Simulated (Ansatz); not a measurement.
`C=CC12CC3CC(CC(C3)C1)C2` with charge -1. Charge -1, multiplicity 2. Geometry r2SCAN-D4/def2-SVP; atoms count from 1.

```xyz
30

C    -2.930   -1.808   -0.503
C    -1.515   -2.025   -0.424
C    -0.562   -0.873   -0.184
C     0.905   -1.298   -0.395
C     1.879   -0.134   -0.146
C     1.730    0.376    1.297
C     0.285    0.848    1.530
C    -0.038    1.987    0.551
C     0.112    1.482   -0.892
C     1.557    1.013   -1.117
C    -0.852    0.310   -1.131
C    -0.669   -0.326    1.273
H    -3.586   -2.690   -0.430
H    -3.328   -1.044   -1.194
H    -1.204   -2.921    0.151
H     1.007   -1.694   -1.425
H     1.136   -2.138    0.289
H     2.922   -0.473   -0.310
H     2.441    1.209    1.487
H     1.978   -0.434    2.009
H     0.190    1.226    2.574
H    -1.073    2.340    0.718
H     0.637    2.849    0.732
H    -0.121    2.308   -1.596
H     2.264    1.854   -0.965
H     1.680    0.666   -2.161
H    -0.779   -0.053   -2.175
H    -1.895    0.638   -0.971
H    -1.727   -0.041    1.436
H    -0.445   -1.155    1.973
```

The highest occupied level of the relaxed charge -1 doublet lies above zero (up to 2.98 eV). By energy differences it is unbound by 1.94 eV (each at its own geometry, against the charge 0 singlet, at PBE0-D4/def2-SVP) and held by the finite basis.

Estimate the Mulliken populations of the heavy atoms from the PBE0/def2-SVP orbitals of Ansatz.


```
atom  charge (e)  spin (α − β)
  C1       -0.28          0.52
  C2       -0.13          0.45
  C3       -0.31         -0.01
  C4        0.13         -0.01
  C5       -0.16          0.01
  C6        0.08         -0.01
  C7       -0.15          0.00
  C8        0.08          0.00
  C9       -0.17          0.00
 C10        0.07          0.00
 C11        0.12         -0.02
 C12        0.13          0.03
```
Mulliken values depend strongly on the basis.

Where does the spin sit?

Summed by element: C 0.95, H 0.05, of 1 unpaired in all. Largest on single atoms: C1 0.52, C2 0.45, C12 0.03.

And the Mayer bond orders between heavy atoms (over 0.3)?

C1–C2 1.49 (1.43 Å); C2–C3 1.06 (1.51 Å); C3–C4 1.01 (1.54 Å); C3–C11 1.01 (1.54 Å); C3–C12 0.97 (1.56 Å); C4–C5 1.02 (1.54 Å); C5–C6 1.04 (1.54 Å); C5–C10 1.04 (1.54 Å); C6–C7 1.04 (1.54 Å); C7–C8 1.04 (1.54 Å); C7–C12 1.01 (1.53 Å); C8–C9 1.04 (1.54 Å); C9–C10 1.04 (1.54 Å); C9–C11 1.03 (1.54 Å).
